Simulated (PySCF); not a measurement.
Solvent effects on NMR parameters

Structure with atom numbers: `[CH3:1][O:2][Si@H:3]([CH3:4])[C:5]#[N:6]`; H(Xn) means a hydrogen on atom n.

GIAO PBE0/pcSseg-1 in PySCF on one PBE0-D3(BJ)/def2-SVP conformer, non-relativistic, equivalent nuclei averaged. Solvents enter as an IEF-PCM continuum (chloroform with ε = 4.7, dichloromethane with ε = 8.9) around the gas-phase geometry. Shifts are referred to TMS computed in the same medium.

In chloroform, δ in ppm: C5 131.2, C1 54.7, C4 -2.4, Si3 -25.1, H(Si3) 4.76, H(C1) 3.81, H(C4) 0.59. Dipole moment 3.86 D.

(1) How does each δ change in the more polar medium?

(2) Which nuclei move most (in ppm), and what does the model miss?

## Answers

(1) 
```
 atoms                               environment  Δδ, dichloromethane
    C5                            nitrile carbon                 +0.8
    C1                 methyl carbon bonded to O                 +0.2
    C4                methyl carbon bonded to Si                  0.0
   Si3               silicon bonded to 2 C, O, H                 +0.4
H(Si3)    hydrogen on a silicon bonded to 2 C, O                +0.01
 H(C1)   hydrogen on a methyl carbon bonded to O                +0.01
 H(C4)  hydrogen on a methyl carbon bonded to Si                +0.02
```

Changes are relative to chloroform. The dipole moment becomes 3.96 D in dichloromethane.

(2) C5 (nitrile carbon, +0.8 ppm) in dichloromethane. A continuum only polarises the solute; specific hydrogen bonds, the anisotropy of aromatic solvents and changes of geometry or conformer are outside it.
